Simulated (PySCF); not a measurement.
Species: C₆H₁₂O₂Si.
SMILES with atom numbers: `[CH3:1][C@H:2]1[CH2:3][Si@@:4]([CH3:5])([C:6](=[O:7])[OH:8])[CH2:9]1`

NICS = −σ at a ghost point: NICS(0) at the centroid of the ring atoms, NICS(1) 1 Å to either side along the normal of their mean plane, zz for the tensor component along that normal. Level: GIAO PBE0/pcSseg-1 (PySCF, non-relativistic, gas phase) on the GFN2-xTB geometry, one conformer.

Ring bond lengths (Å), with Mayer bond orders in brackets: C2–C3 1.547 (0.98), C3–Si4 1.914 (0.93), Si4–C9 1.914 (0.93), C9–C2 1.548 (0.98).

Give the NICS values of each ring in ppm.

| ring | type | NICS(0) | NICS(1), two faces | NICS(1)zz, two faces | rms pucker (Å) | centre to ring atoms, mean (Å) |
| --- | --- | --- | --- | --- | --- | --- |
| C2–C3–Si4–C9 | 4-membered ring with Si; formal bonds all single | 1.3 | -0.3 / -0.1 | 5.1 / 4.6 | 0.03 | 1.22 |

What do they say, and how far can they be read as aromaticity?

- C2–C3–Si4–C9: mean NICS(1)zz 4.9 ppm, deshielded. C2, C3, Si4, C9 have four or more neighbours; no verdict on aromaticity is drawn.

At the second NICS(1) probe listed for ring C2–C3–Si4–C9, 1 Å off the ring, what do the in-plane components average?

The isotropic value is a third of the trace: (3 × -0.1 − (4.6))/2 = -2.4 ppm.

Shape of the structure used: `[CH3:1][C@H:2]1[CH2:3][Si@@:4]([CH3:5])([C:6](=[O:7])[OH:8])[CH2:9]1`: C3–Si4–C6–O7 -136°, H–O8–C6–Si4 -179°.
